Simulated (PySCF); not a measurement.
Nb(OH)2 (H₂NbO₂), SMILES [OH][Nb][OH] (connectivity only; charge and spin as stated), neutral, multiplicity 4.

Geometry: PBE0-D3(BJ)/def2-TZVP. The spin state was assumed, not searched. The def2 effective core potentials stand for the cores of Nb; spin–orbit coupling is left out. The values are those of a single conformer.

The numbers are results of PBE/def2-TZVPD (PySCF), not measurements.

| Quantity | Result |
|---|---|
| total energy | -208.60267 hartree |
| point group | D∞h |
| α spin, highest occupied and lowest empty level | -3.88 and -1.77 eV |
| β spin, highest occupied and lowest empty level | -7.74 and -2.35 eV |
| dipole moment | 0.00 D |
| mean static polarisability | 69.0 bohr³ (10.22 Å³) |
| polarisability, principal values | 67.7, 67.7, 71.6 bohr³ |
| ⟨S²⟩ | 3.762 (pure state 3.75) |
